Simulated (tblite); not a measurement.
C₉H₁₃N.
Atom-mapped SMILES: `[CH3:1][N:2]([CH3:3])[C:4]1=[CH:5][C@@H:6]2[CH:7]=[CH:8][C@H:9]1[CH2:10]2` (hydrogens: H11, H12, H13 on C1; H14, H15, H16 on C3; H17 on C5; H18 on C6; H19 on C7; H20 on C8; H21 on C9; H22, H23 on C10)

Computed with GFN2-xTB (tblite), gas phase: L-BFGS steps from a force-field or distance-geometry start until the largest atomic force falls under 0.01 eV/Å.

Step 74: E = -782.9030 eV
```
atom  x, y, z in Å  |  force x, y, z in eV/Å
C1     -2.1098    1.1262   -0.3890    0.000   0.045  -0.031
N2     -1.5927   -0.1727   -0.0074    0.016   0.053   0.019
C3     -2.3054   -0.8024    1.0810    0.008  -0.023  -0.011
C4     -0.2212   -0.3275   -0.0067   -0.001   0.010  -0.017
C5      0.5804   -1.1219    0.7136   -0.034   0.008  -0.006
C6      2.0086   -0.8631    0.2460   -0.040   0.014   0.033
C7      2.3172    0.5717    0.6455   -0.045   0.031   0.020
C8      1.5247    1.3550   -0.0713   -0.009  -0.012  -0.031
C9      0.6898    0.4495   -0.9618    0.007  -0.026  -0.013
C10     1.7314   -0.6439   -1.2492    0.022  -0.003   0.017
H11    -1.8239    1.3605   -1.4137   -0.003  -0.035   0.015
H12    -1.7448    1.9341    0.2603   -0.067  -0.038   0.023
H13    -3.1994    1.1046   -0.3462    0.062  -0.017   0.031
H14    -2.0300   -1.8534    1.1280    0.052  -0.030  -0.005
H15    -3.3754   -0.7391    0.8856   -0.002   0.014   0.025
H16    -2.0897   -0.3408    2.0541   -0.009   0.006  -0.019
H17     0.3445   -1.7975    1.5116   -0.025   0.025  -0.004
H18     2.7468   -1.6074    0.5359   -0.031   0.008  -0.046
H19     3.0129    0.8459    1.4163    0.016  -0.009  -0.014
H20     1.4109    2.4226   -0.0407    0.032  -0.002   0.009
H21     0.2153    0.9193   -1.8181    0.026  -0.015   0.014
H22     2.5891   -0.2691   -1.8088    0.025  -0.039   0.005
H23     1.3162   -1.5236   -1.7409    0.001   0.033  -0.012
```

Step 75: E = -782.9040 eV
```
atom  x, y, z in Å  |  force x, y, z in eV/Å
C1     -2.1155    1.1249   -0.3899    0.042   0.034  -0.010
N2     -1.5924   -0.1719   -0.0079   -0.021   0.068   0.027
C3     -2.3055   -0.8033    1.0795    0.011  -0.032   0.005
C4     -0.2209   -0.3235   -0.0049   -0.013   0.013  -0.011
C5      0.5801   -1.1170    0.7167   -0.021   0.000  -0.005
C6      2.0081   -0.8633    0.2475   -0.017   0.033   0.009
C7      2.3233    0.5718    0.6434   -0.049   0.006   0.025
C8      1.5298    1.3551   -0.0721   -0.003   0.005  -0.024
C9      0.6905    0.4511   -0.9602    0.033  -0.017  -0.015
C10     1.7292   -0.6449   -1.2482    0.017  -0.008   0.026
H11    -1.8145    1.3680   -1.4074   -0.009  -0.033  -0.007
H12    -1.7658    1.9314    0.2694   -0.068  -0.031   0.030
H13    -3.2049    1.0943   -0.3625    0.050  -0.019   0.026
H14    -2.0313   -1.8551    1.1228    0.043  -0.025  -0.007
H15    -3.3765   -0.7367    0.8869    0.022   0.010   0.025
H16    -2.0865   -0.3464    2.0547   -0.015   0.007  -0.037
H17     0.3444   -1.7915    1.5148   -0.036   0.012   0.013
H18     2.7454   -1.6095    0.5357   -0.040   0.011  -0.042
H19     3.0251    0.8441    1.4102   -0.005  -0.007  -0.026
H20     1.4193    2.4232   -0.0423    0.030  -0.003   0.005
H21     0.2179    0.9220   -1.8164    0.016  -0.011   0.005
H22     2.5871   -0.2717   -1.8090    0.015  -0.053   0.004
H23     1.3089   -1.5242   -1.7368    0.018   0.041  -0.018
```

Step 76: E = -782.9053 eV
```
atom  x, y, z in Å  |  force x, y, z in eV/Å
C1     -2.1224    1.1243   -0.3902    0.042   0.037   0.003
N2     -1.5921   -0.1693   -0.0073   -0.047   0.060   0.028
C3     -2.3057   -0.8055    1.0773    0.015  -0.031   0.020
C4     -0.2206   -0.3172   -0.0016   -0.019   0.011  -0.004
C5      0.5797   -1.1095    0.7220   -0.005  -0.008  -0.002
C6      2.0075   -0.8627    0.2498    0.007   0.042  -0.022
C7      2.3312    0.5727    0.6397   -0.041  -0.028   0.028
C8      1.5369    1.3556   -0.0752    0.005   0.024  -0.005
C9      0.6917    0.4522   -0.9584    0.049   0.006  -0.010
C10     1.7260   -0.6475   -1.2463    0.006  -0.006   0.028
H11    -1.7908    1.3839   -1.3950   -0.036  -0.031   0.032
H12    -1.8043    1.9259    0.2923   -0.079  -0.039  -0.001
H13    -3.2129    1.0766   -0.3958    0.094  -0.010   0.016
H14    -2.0348   -1.8592    1.1135    0.029  -0.006  -0.014
H15    -3.3777   -0.7312    0.8902    0.048   0.000   0.020
H16    -2.0808   -0.3565    2.0554   -0.019   0.006  -0.047
H17     0.3449   -1.7818    1.5213   -0.048  -0.001   0.030
H18     2.7429   -1.6117    0.5351   -0.043   0.011  -0.028
H19     3.0428    0.8427    1.3990   -0.033  -0.002  -0.034
H20     1.4308    2.4241   -0.0461    0.025   0.000  -0.005
H21     0.2215    0.9244   -1.8144    0.002  -0.007  -0.016
H22     2.5830   -0.2775   -1.8108    0.013  -0.067   0.005
H23     1.2984   -1.5258   -1.7305    0.036   0.039  -0.023
```

Question: Estimate the geometry and energy of step 77. (The exact step hangs on the optimiser's Hessian estimate; all steps are aligned on step 76, rigid shifts and turns removed.)

Answer: E = -782.9061 eV, largest force 0.149 eV/Å
```
atom  x, y, z in Å  |  force x, y, z in eV/Å
C1     -2.1314    1.1232   -0.3951    0.096  -0.072   0.088
N2     -1.5917   -0.1641   -0.0061   -0.073   0.015   0.027
C3     -2.3033   -0.8086    1.0751    0.023  -0.015   0.033
C4     -0.2208   -0.3085    0.0000   -0.024   0.009   0.008
C5      0.5763   -1.1023    0.7251    0.016  -0.015   0.009
C6      2.0040   -0.8630    0.2530    0.036   0.040  -0.060
C7      2.3373    0.5715    0.6408   -0.002  -0.070   0.015
C8      1.5461    1.3566   -0.0750    0.013   0.045   0.030
C9      0.6945    0.4567   -0.9557    0.057   0.040   0.002
C10     1.7233   -0.6476   -1.2432   -0.015   0.001   0.022
H11    -1.7959    1.3820   -1.3935    0.012   0.015  -0.110
H12    -1.8292    1.9232    0.2885   -0.012   0.084   0.080
H13    -3.2163    1.0659   -0.4041   -0.077  -0.030  -0.009
H14    -2.0258   -1.8613    1.1064    0.001   0.009  -0.021
H15    -3.3766   -0.7345    0.8937    0.068  -0.017   0.000
H16    -2.0785   -0.3640    2.0551   -0.010   0.010  -0.037
H17     0.3389   -1.7701    1.5265   -0.053  -0.019   0.046
H18     2.7362   -1.6173    0.5320   -0.039   0.013   0.002
H19     3.0633    0.8355    1.3896   -0.079   0.006  -0.038
H20     1.4473    2.4258   -0.0441    0.016  -0.001  -0.020
H21     0.2284    0.9326   -1.8110   -0.018   0.001  -0.038
H22     2.5830   -0.2829   -1.8075    0.002  -0.074  -0.001
H23     1.2861   -1.5216   -1.7265    0.062   0.026  -0.027
```

The energy changes by -0.0008 eV. The first-order estimate −F·Δx gives -0.0032 eV and the mean of the old and new forces, exact on a quadratic surface, -0.0008 eV. The step makes an angle of 77° with the force vector and moves no atom by more than 0.025 Å.

The cost below is that of the whole relaxation. Hardware: an Intel Xeon Platinum 8259CL at 2.50 GHz with one thread, on a shared host. Cost: 1.9 s.
